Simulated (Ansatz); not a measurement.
# Reading a saddle point

A first-order saddle point of Si₂H₅ClOF₄, singlet, PBE0-D4/def2-TZVP, with one imaginary mode of 654i cm⁻¹:

Si1  (-0.751, 0.621, 0.949)
O2  (0.250, -0.125, -0.224)
Si3  (-0.069, -0.105, -1.904)
F4  (-1.717, 1.203, -0.219)
F5  (-0.295, 2.015, 1.531)
Cl6  (-2.145, -0.503, 1.907)
H7  (1.330, -0.683, 1.723)
F8  (0.527, -0.094, 2.187)
H9  (1.212, -0.739, 0.180)
F10  (1.974, -1.195, 0.870)
H11  (-0.001, 1.280, -2.402)
H12  (1.050, -0.916, -2.436)
H13  (-1.365, -0.758, -2.162)
(Å)

Program: Ansatz 0.2.0. Basis: def2-TZVPP and def2-QZVPP. Cores are frozen in the correlated methods. Extrapolation: Hartree–Fock as exp(−7.88 √X), correlation as X^−2.97.

Task: Which contacts change along the imaginary mode, and what lies on either side? (Judge from chemistry; the calculation decides.)

Result: By the calculation: The step is Si₂H₃ClOF₂ ([F][Si]([F])([Cl])[O][SiH3]) + HF + HF → SiClF₃ ([F][Si]([F])([F])[Cl]) + SiH₄O ([OH][SiH3]) + HF (still joined by a long Si–O bond), with the molecules in contact on both sides. Shortening one way: Si1–F8, O2–H9, H7–F10; lengthening the same way: Si1–O2, H7–F8, H9–F10.
| pair | one side (Å) | saddle (Å) | other side (Å) |
| --- | --- | --- | --- |
| Si1–F8 | 4.60 | 1.92 | 1.68 |
| O2–H9 | 1.69 | 1.21 | 0.99 |
| H7–F10 | 1.70 | 1.19 | 0.95 |
| Si1–O2 | 1.62 | 1.71 | 1.81 |
| H7–F8 | 0.94 | 1.10 | 1.61 |
| H9–F10 | 0.95 | 1.12 | 1.62 |

Task: Which side is lower, and how far does the saddle lie above each? (To be estimated.)

Result: The calculation gives: The side with Si1–O2, H7–F8, H9–F10 short is lower by 0.233 eV; the saddle lies 0.708 eV above it and 0.475 eV above the other (CCSD(T) at an estimated basis limit (MP2 extrapolated from triple and quadruple zeta, plus CCSD(T) − MP2 in triple zeta); electronic energies).

No T1 diagnostic of these runs exceeds 0.012.

Steps of this kind, hydrogen fluoride cutting a network bond, underlie vapour etching and the fluorination step of atomic layer etching. Here a small cluster stands in for the surface site.

Labels in which every atom is bracketed show which atoms are joined, not bond orders.

For scale, one of the runs: CCSD(T)/def2-TZVPP, 351 basis functions, launched by `ansatz run in.yaml --threads 4 --pin off --events-out ev --progress --plain --max-ram 66560MiB --backend cuda --devices 0, --max-vram 37GiB`. Time: 26 s of wall clock on 4 CPU threads of an AMD EPYC 7R13 and a share of one NVIDIA H100; the host was shared. Peak host memory: 0.85 GiB.
